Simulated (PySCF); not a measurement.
AlCl, neutral, multiplicity 1. Atoms are numbered in the order given.

```xyz
2

Al     0.0000     0.0000    -1.2166
Cl     0.0000     0.0000     0.9304
```

Geometry: PBE0-D3(BJ)/def2-TZVPD.

Computed with CAM-B3LYP/def2-TZVPD in PySCF.

Mulliken values depend strongly on the basis, most of all with diffuse functions as here. ESP charges are fitted to the potential on shells at 1.4 to 2.0 van der Waals radii. Atomic charges (e):

```csv
atom,Mulliken,IAO,ESP fit
Al1,0.24,0.39,0.20
Cl2,-0.24,-0.39,-0.20
```
